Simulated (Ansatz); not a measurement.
Geometry optimisation, RKS B3LYP-D4/def2-SVP in Ansatz 0.2.0.

Input:

```yaml
crystal:
  periodic: [false, false, false]
  atoms:
    - { symbol: B, position_ang: [-1.2018, 0.754, 0.3838] }
    - { symbol: C, position_ang: [-0.1353, -0.2956, 0.5932] }
    - { symbol: C, position_ang: [-0.1747, -1.0145, 1.6977] }
    - { symbol: O, position_ang: [0.9559, -0.5236, -0.3493] }
    - { symbol: C, position_ang: [1.0172, 0.1548, -1.5985] }
    - { symbol: H, position_ang: [-2.0878, 0.9884, 1.1868] }
    - { symbol: H, position_ang: [-1.2453, 1.4609, -0.6031] }
    - { symbol: H, position_ang: [-0.78571, -0.31548, -0.28125] }
    - { symbol: H, position_ang: [0.6222, -1.7516, 1.921] }
    - { symbol: H, position_ang: [1.9015, -0.2283, -2.1009] }
    - { symbol: H, position_ang: [0.1025, 0.0037, -2.187] }
    - { symbol: H, position_ang: [1.1834, 1.2545, -1.3769] }
basis:
  gaussian: { orbitals: def2-SVP }
hamiltonian:
  xc: b3lyp
  dispersion: d4
relax:
  f_tol: 0.02
  max_steps: 50
```

Command:

```bash
$ ansatz run input.yaml --threads 2 --pin off --max-ram 3072MiB --backend cpu --events-out ev --progress --plain --runs-dir out
```

Question: Where does it end, and by what steps?

Answer: It converged. The force dipped under the threshold on the way, but the program's further checks kept it going. After 34 steps the energy has fallen by 5.816 eV; H7 moved furthest, 3.57 Å. Parted: B1–C2 (1.51 → 2.49 Å). Joined: B1–C3 (2.43 → 1.52 Å).

| step | energy less start (eV) | largest force component (eV/Å) | accepted |
| --- | --- | --- | --- |
| 0 | 0.0000 | 3.975 | yes |
| 2 | -1.5238 | 1.422 | yes |
| 4 | -1.9376 | 0.510 | yes |
| 6 | -2.1754 | 1.533 | yes |
| 8 | -3.1417 | 2.340 | yes |
| 10 | -4.1111 | 0.986 | yes |
| 12 | -4.6975 | 0.558 | yes |
| 14 | -5.0142 | 0.653 | yes |
| 16 | -5.2532 | 0.326 | yes |
| 18 | -5.3831 | 0.971 | yes |
| 20 | -5.5817 | 0.286 | yes |
| 22 | -5.7086 | 0.392 | yes |
| 24 | -5.7974 | 0.142 | yes |
| 26 | -5.7862 | 0.485 | no |
| 28 | -5.8138 | 0.112 | yes |
| 30 | -5.8156 | 0.012 | yes |
| 32 | -5.8161 | 0.054 | yes |
| 34 | -5.8165 | 0.001 | yes |

```xyz
12
Properties=species:S:1:pos:R:3
B -1.585 0.637 1.661
C 0.006 0.035 -0.151
C -0.250 0.096 1.182
O 1.147 -0.429 -0.659
C 1.285 -0.418 -2.072
H -2.403 1.006 0.847
H -1.859 0.712 2.836
H -0.742 0.373 -0.884
H 0.543 -0.257 1.851
H 2.258 -0.870 -2.302
H 0.488 -1.009 -2.556
H 1.263 0.612 -2.467
```

Run time: 50 s on 2 threads of Intel(R) Xeon(R) 6975P-C (Granite Rapids), on a shared host, peak memory 0.23 GiB.
